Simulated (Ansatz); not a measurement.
Born–Oppenheimer molecular dynamics of H4NSn (6 atoms, charge -1, multiplicity 1). It goes on from the last frame of an earlier run, with new velocities.

All numbers below come from Ansatz 0.2.0, RKS BHLYP-D4/def2-SVP.

| Item | Value |
| --- | --- |
| ensemble | NVE (velocity Verlet) |
| time step | 0.5 fs |
| steps asked | 150 |
| starting velocities drawn for | 300 K |
| masses | H 2.014 u |
| seed | 703620 |

First frame:

```xyz
6
Properties=species:S:1:pos:R:3
N -0.080 -1.584 0.486
Sn -0.110 0.259 -0.152
H 0.784 -1.750 0.996
H -1.408 0.574 -1.268
H 1.182 1.013 -1.192
H -0.043 1.566 0.840
```

What does the run give?

All steps were run.

```json
{
 "steps done": "150",
 "time covered": "75 fs",
 "mean temperature over the second half": "323 K",
 "spread of the potential energy over the second half": "13.6 meV per atom",
 "mean potential energy of the second half above the start": "-2.0 meV per atom"
}
```

The conserved energy stayed within 0.075 meV per atom of its start (net change 0.0017 meV per atom), so the integration is sound. A run of 0.075 ps of so small a system gives no equilibrium averages. Limits of this set-up: an anion without diffuse functions, the dipole of an ion depends on the origin.

What happens to the structure?

The same pairs are bonded in the first frame and the last. Pairs count as bonded within 1.25 times the sum of covalent radii (0.12 Å more for H–H). Another seed would give other details.

How do temperature and energy run in time?


```tsv
time (fs)	T (K)	potential energy less start (eV)	conserved less start (meV/atom)
0.0	300	0.000	0.00
6.0	412	-0.058	-0.05
12.0	144	0.081	0.00
18.0	411	-0.057	-0.02
24.0	579	-0.145	-0.07
30.0	387	-0.045	-0.02
36.0	355	-0.029	-0.03
42.0	83	0.112	0.01
48.0	396	-0.050	-0.02
54.0	560	-0.135	-0.06
60.0	373	-0.038	-0.02
66.0	380	-0.042	-0.04
72.0	148	0.079	0.00
```

Time of the run: 3.5 min on 1 thread of Arm Neoverse V2 (shared host), peak memory 0.22 GiB.
